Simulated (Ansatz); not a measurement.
A CCSD(T) single point on `CO[SiH2]OC(C)=O`.

```yaml
crystal:
  periodic: [false, false, false]
  atoms:
    - {symbol: C, position_ang: [-1.017387, -0.855077, -2.911489]}
    - {symbol: O, position_ang: [-0.852542, -0.780559, -1.515114]}
    - {symbol: Si, position_ang: [0.192736, 0.248059, -0.797409]}
    - {symbol: O, position_ang: [-0.059487, -0.117070, 0.826652]}
    - {symbol: C, position_ang: [0.675769, 0.584589, 1.697908]}
    - {symbol: C, position_ang: [0.408813, 0.217127, 3.120511]}
    - {symbol: O, position_ang: [1.462418, 1.419235, 1.326274]}
    - {symbol: H, position_ang: [-0.086729, -1.145339, -3.412717]}
    - {symbol: H, position_ang: [-1.773568, -1.611882, -3.124718]}
    - {symbol: H, position_ang: [-1.356580, 0.099879, -3.329474]}
    - {symbol: H, position_ang: [1.586103, -0.058401, -1.193277]}
    - {symbol: H, position_ang: [-0.175375, 1.653498, -1.082756]}
    - {symbol: H, position_ang: [-0.647829, 0.374311, 3.346048]}
    - {symbol: H, position_ang: [0.614756, -0.844942, 3.267728]}
    - {symbol: H, position_ang: [1.028911, 0.816579, 3.781855]}
basis:
  gaussian: {orbitals: def2-TZVPP}
correlation: {method: ccsd_t}
```

```sh
$ ansatz run in.yaml --threads 2 --pin off --events-out ev --progress --plain --max-ram 22528MiB --backend cuda --devices 0, --max-vram 18GiB
```

Output of Ansatz, abridged:

```
Functional definition: HF
2042 factors; integrals over basis functions are off by at most 9.8e-4 eV
mean field evaluation 1: about -17192.4363 eV, gradient 5.4e1 eV
mean field evaluation 2: about -17192.8672 eV, gradient 5.5e1 eV
mean field evaluation 4: about -17198.7549 eV, gradient 5.4e0 eV
mean field evaluation 8: about -17198.8631 eV, gradient 6.0e-1 eV
mean field evaluation 16: about -17198.8649 eV, gradient 2.0e-6 eV
mean field -17198.86494948 eV, -632.0466290839 hartree, gradient 2.0e-6 eV, S^2 0.000000; 0 other end points of the search recorded, 0 dependent functions left out
11 core orbitals not correlated: weight in the atoms' cores, before any rotation towards them, 1.000 or more for the frozen orbitals, at most 0.000 for the correlated occupied ones
reference -17198.86494948 eV, -632.0466290839 hartree; 21, 21 occupied and 308, 308 virtual orbitals, 2042 factors
second order -35.82113437 eV of doubles, -0.00000000 eV of singles
cycle   1  -35.85895985 eV  change   -3.8e-2 eV  update   1.4e-1
cycle   2  -36.76510894 eV  change   -9.1e-1 eV  update   4.1e-2
cycle   3  -36.98711028 eV  change   -2.2e-1 eV  update   2.1e-2
cycle   4  -36.96270129 eV  change    2.4e-2 eV  update   4.9e-3
cycle   5  -36.96119726 eV  change    1.5e-3 eV  update   2.3e-3
cycle   6  -36.96256700 eV  change   -1.4e-3 eV  update   6.5e-4
cycle   7  -36.96221070 eV  change    3.6e-4 eV  update   2.5e-4
cycle   8  -36.96208204 eV  change    1.3e-4 eV  update   7.9e-5
cycle   9  -36.96212393 eV  change   -4.2e-5 eV  update   2.8e-5
perturbative correction -1.45889661 eV, -0.0536134616 hartree
Total energy: -17237.28597002 eV, -633.4585755461 hartree
```

It took 17 s on 2 threads of an AMD EPYC 7R13 on a shared host and a share of an NVIDIA H100 80 GB, with 0.87 GiB of host memory at the peak.

Correlation energy per correlated electron: -0.915 eV. T1 diagnostic: 0.0136.
